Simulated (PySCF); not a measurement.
AgI, SMILES [Ag][I], multiplicity 1.

Geometry: B3LYP-D3(BJ)/def2-TZVP. The multiplicity is an assumed one; other spin states were not compared. The def2 effective core potentials stand for the cores of Ag, I; spin–orbit coupling is left out.

All values below come from B3LYP-D3(BJ)/def2-TZVP run with PySCF.

Frequencies are harmonic and unscaled.

### Question
Estimate the vibrational spectrum. (Estimate from the structure and the level; the computed values follow.)

### Answer

```
mode  ν (cm⁻¹)  IR (km/mol)  Raman (Å⁴/amu)  depolarisation  moving atoms (share of kinetic energy)
----  --------  -----------  --------------  --------------  --------------------------------------
1          192          4.6            10.7            0.28                         Ag 54 %, I 46 %
```
